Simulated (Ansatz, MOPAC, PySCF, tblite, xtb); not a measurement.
Potential energy surface of H3 (cation, charge +1), singlet: map of symmetric stretch and bend. Scanned: H-H bond length and H-H-H angle.

Levels of theory: GFN2-xTB, 300 K electronic temperature (tblite); RHF/def2-SVP (PySCF); FCI/aug-cc-pVDZ = full CI/aug-cc-pVDZ, frozen core in Ansatz (a quantum-chemistry and plane-wave program); RHF/aug-cc-pVDZ (Ansatz); MP2/aug-cc-pVDZ = MP2 on RHF/aug-cc-pVDZ, frozen core (Ansatz); CCSD/aug-cc-pVDZ = CCSD on RHF/aug-cc-pVDZ, frozen core (Ansatz); CCSD(T)/aug-cc-pVDZ = CCSD(T) on RHF/aug-cc-pVDZ, frozen core (Ansatz); RKS-BLYP/aug-cc-pVDZ = Ansatz with restricted BLYP/aug-cc-pVDZ; RKS-PBE0/aug-cc-pVDZ = restricted PBE0/aug-cc-pVDZ (Ansatz); RKS-PBE/aug-cc-pVDZ = restricted PBE/aug-cc-pVDZ run with Ansatz; PM7, restricted, heats of formation (MOPAC); AM1, restricted, heats of formation (MOPAC); GFN1-xTB (xtb); RKS-B3LYP/6-31G* = PySCF 2.14.0 with restricted B3LYP/6-31G*, spherical d; RKS-M06-2X/6-31G* = restricted M06-2X/6-31G*, spherical d in PySCF 2.14.0; RMP2/3-21G = PySCF with restricted MP2 (frozen core)/3-21G; RKS-B3LYP/3-21G = PySCF with restricted B3LYP/3-21G.

Energies in kcal/mol at chosen points (x: H-H bond length (Å); y: H-H-H angle (°)), relative to x = 0.84, y = 70:

```csv
method,"(0.90, 111.48)","(1.14, 120.91)","(1, 88.40)","(1, 120.91)","(1.04, 180)","(1.17, 148.66)","(0.84, 148.66)"
GFN2-xTB,-6.2,4.5,-6.8,-5.3,-7.7,4.8,-5.8
RHF,27.9,63.4,24.0,43.5,59.5,74.7,39.4
FCI/aug-cc-pVDZ,23.5,53.2,19.7,36.2,49.9,63.0,34.0
RHF/aug-cc-pVDZ,27.1,61.3,22.9,42.1,59.3,73.6,39.0
MP2/aug-cc-pVDZ,25.2,57.0,21.1,38.9,54.3,67.9,36.3
CCSD/aug-cc-pVDZ,23.5,53.2,19.7,36.2,49.9,63.0,34.0
CCSD(T)/aug-cc-pVDZ,23.5,53.2,19.7,36.2,49.9,63.0,34.0
RKS-BLYP/aug-cc-pVDZ,20.3,46.5,16.3,31.3,43.9,55.5,30.8
RKS-PBE0/aug-cc-pVDZ,23.3,52.7,18.9,35.8,50.4,63.1,34.5
RKS-PBE/aug-cc-pVDZ,21.1,47.8,16.6,32.3,45.4,57.1,31.9
PM7,28.6,83.8,32.9,50.1,65.5,95.3,33.7
AM1,20.4,61.4,26.8,36.7,47.7,69.6,20.0
GFN1-xTB,5.9,24.9,9.2,12.7,16.7,28.5,5.4
RKS-B3LYP/6-31G*,22.7,51.0,22.7,34.5,43.5,57.9,27.6
RKS-M06-2X/6-31G*,25.8,55.3,25.6,38.2,47.5,62.5,30.6
RMP2/3-21G,24.7,54.1,24.7,37.0,46.7,61.9,29.2
RKS-B3LYP/3-21G,22.1,49.4,21.9,33.3,42.3,56.4,26.9
```
